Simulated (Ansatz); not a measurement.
The cluster SiTe₄. Total charge 0; triplet. Geometry r2SCAN-D4/def2-SVP; atoms count from 1.

```xyz
5

Si   -1.7180   -1.3895    0.1637
Te    2.2366    0.3740    1.0188
Te   -1.6337    0.6141   -1.2998
Te    0.4158   -1.5984    1.4154
Te    0.6993    1.9998   -1.2981
```

In the def2 sets Te takes a core potential; there is no spin–orbit coupling. At PBE0-D4/def2-TZVP a singlet of charge 0 lies 1.17 eV below the triplet, each at its own geometry. The structure comes from a short search, and lower isomers may exist.

(1) Estimate the Mulliken populations from the PBE0/def2-TZVP orbitals of Ansatz.

(2) Where does the spin sit?

(3) And the Mayer bond orders between heavy atoms (over 0.3)?

## Answers

(1) 
| atom | charge (e) | spin (α − β) |
| --- | --- | --- |
| Si1 | 0.01 | -0.06 |
| Te2 | -0.06 | 0.91 |
| Te3 | 0.05 | 0.12 |
| Te4 | 0.05 | 0.12 |
| Te5 | -0.06 | 0.91 |
Mulliken values depend strongly on the basis.

(2) Summed by element: Si -0.06, Te 2.06, of 2 unpaired in all. Largest on single atoms: Te2 0.91, Te5 0.91, Te3 0.12.

(3) Si1–Te3 1.33 (2.48 Å); Si1–Te4 1.33 (2.48 Å); Te2–Te4 1.19 (2.71 Å); Te2–Te5 0.76 (3.22 Å); Te3–Te5 1.19 (2.71 Å).
